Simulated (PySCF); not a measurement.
AlI$_{2}$ (SMILES [I][Al+][I]), charge +1, singlet, at a GFN2-xTB geometry (such geometries of metal compounds can be far from the true shape) (core potentials on I). Base run: PySCF with TPSS/def2-SVP.

Input for PySCF:
```python
from pyscf import gto, scf, dft

mol = gto.M(
    atom='''
Al    0.000000    0.000000    0.000000
I    -0.000000   -0.000000   -2.473770
I     0.000000    0.000000    2.473770
''',
    basis='def2-svp',
    ecp={'I': 'def2-svp'},
    charge=1,
    spin=0,
    verbose=4,
)

mf = dft.RKS(mol)
mf.xc = 'tpss'
mf.kernel()
mf.analyze()
```

The job was repeated with other settings on one machine. Differences are taken from the largest grid of the series, which the next largest meets within 10 µEh (grids.level = 7: -837.359920 Eh). The cheapest run took around 2.1 core-seconds (rough).

```json
[
 {"setting": "grids.atom_grid = (30, 110)", "grid points": "7272", "cost, times the cheapest (rough)": "1", "difference in total energy (µEh)": "4968"},
 {"setting": "grids.atom_grid = (50, 194)", "grid points": "18744", "cost, times the cheapest (rough)": "2", "difference in total energy (µEh)": "-216"},
 {"setting": "grids.level = 2", "grid points": "39984", "cost, times the cheapest (rough)": "2", "difference in total energy (µEh)": "-18"},
 {"setting": "grids.prune = dft.gen_grid.treutler_prune", "grid points": "62560", "cost, times the cheapest (rough)": "4", "difference in total energy (µEh)": "7"},
 {"setting": "base", "grid points": "63096", "cost, times the cheapest (rough)": "4", "difference in total energy (µEh)": "7"},
 {"setting": "grids.atom_grid = (99, 590)", "grid points": "87168", "cost, times the cheapest (rough)": "6", "difference in total energy (µEh)": "2"},
 {"setting": "grids.level = 4", "grid points": "91872", "cost, times the cheapest (rough)": "7", "difference in total energy (µEh)": "1"},
 {"setting": "grids.level = 5", "grid points": "136696", "cost, times the cheapest (rough)": "8", "difference in total energy (µEh)": "-2"},
 {"setting": "grids.level = 7", "grid points": "265864", "cost, times the cheapest (rough)": "10", "difference in total energy (µEh)": "reference"}
]
```

Times come from a shared machine, hold the start-up and are rough.
